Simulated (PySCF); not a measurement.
GaBr₂, SMILES [Br][Ga+][Br], charge +1.

Geometry optimised at ωB97X-D3(BJ)/def2-SVP. The spin state was assumed, not searched. The isomer is the one that the SMILES or the coordinates give; other isomers of the formula were not compared.

Two levels are set side by side: PBE/def2-TZVPD (PySCF) and B3LYP/def2-TZVPD (PySCF). Same geometry, gas phase. Differences are taken from unrounded values.

| quantity | B3LYP |
|---|---|
| orbital gap (eV) | 5.49 |
| highest occupied level (eV) | -14.39 |
| lowest empty level (eV) | -8.90 |
| mean polarisability (bohr³) | 62.3 |

Problem. What does PBE give, and how far is it from B3LYP? (Estimate from the structure and the level; the computed values follow.)

Solution. 
```
quantity                        PBE  PBE minus B3LYP
---------------------------  ------  ---------------
orbital gap (eV)               3.92            -1.56
highest occupied level (eV)  -13.41             0.98
lowest empty level (eV)       -9.48            -0.58
mean polarisability (bohr³)    63.6              1.3
```

PBE's occupied levels lie high since its potential decays too fast outside the molecule; exact exchange lowers them and widens the gap. Differences between two approximate levels are no errors against the true value.

Rough cost on one machine, each run with all the roots and properties that it gave: B3LYP against PBE within a factor of 2.
